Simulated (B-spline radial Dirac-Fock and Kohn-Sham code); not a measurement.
# Br 3d5/2: cross section and angular parameters

System: neutral bromine, configuration [Ar] 3d10 4s2 4p5; threshold 69.00 eV (tabulated edge). Level of theory: Dirac-Hartree-Slater photoionisation with a Latter tail; cross sections with all multipoles, angular parameters from the dipole term and its interference with E2; an atomic code on a B-spline grid.

For linearly polarised light dσ/dΩ = σ/(4π) [1 + β P₂(cos θ) + (δ + γ cos²θ) sin θ cos φ], with θ from the polarisation vector and φ the angle between the beam and the projection of the electron momentum on the plane normal to the polarisation.

| hν (eV) | σ (kb) | β | γ | δ |
| --- | --- | --- | --- | --- |
| 80 | 543 | 0.840 | 0.008 | 0.005 |
| 150 | 3530 | 0.355 | -0.012 | 0.013 |
| 162 | 3510 | 0.451 | -0.011 | 0.014 |
| 165 | 3490 | 0.472 | -0.010 | 0.014 |
| 203 | 3000 | 0.689 | -0.004 | 0.017 |
| 219 | 2760 | 0.756 | 0.000 | 0.019 |
| 269 | 2040 | 0.915 | 0.014 | 0.022 |
| 351 | 1240 | 1.064 | 0.043 | 0.027 |
| 390 | 988 | 1.108 | 0.059 | 0.029 |
| 488 | ? | ? | ? | ? |
| 800 | 156 | 1.214 | 0.248 | 0.049 |
| 890 | 114 | 1.206 | 0.288 | 0.053 |
| 1000 | 80.1 | 1.191 | 0.334 | 0.058 |
| 1130 | 54.9 | 1.169 | 0.386 | 0.064 |
| 1520 | 21.1 | 1.094 | 0.519 | 0.083 |
| 1550 | 19.7 | 1.088 | 0.528 | 0.084 |
| 1570 | 18.9 | 1.084 | 0.534 | 0.085 |
| 2290 | 5.16 | 0.956 | 0.711 | 0.121 |
| 2720 | 2.78 | 0.892 | 0.789 | 0.143 |
| 2940 | 2.09 | 0.863 | 0.823 | 0.154 |
| 2984.4 | 1.98 | 0.857 | 0.829 | 0.156 |
| 3520 | 1.07 | 0.794 | 0.899 | 0.182 |
| 4000 | 0.662 | 0.747 | 0.950 | 0.205 |
| 5050 | 0.269 | 0.664 | 1.038 | 0.254 |
| 5414.7 | 0.205 | 0.640 | 1.063 | 0.271 |
| 5740 | 0.162 | 0.620 | 1.084 | 0.285 |
| 7640 | 0.0514 | 0.528 | 1.179 | 0.365 |
| 9251.7 | 0.0233 | 0.469 | 1.234 | 0.428 |
| 10100 | 0.0161 | 0.443 | 1.255 | 0.460 |
| 13700 | 0.00441 | 0.356 | 1.298 | 0.584 |

Q: Give the values at 488 eV.

A: σ = 588 kb, β = 1.175, γ = 0.103, δ = 0.034.

Values without a named source are computed, but for edge energies of neutral atoms, which are taken from tables.
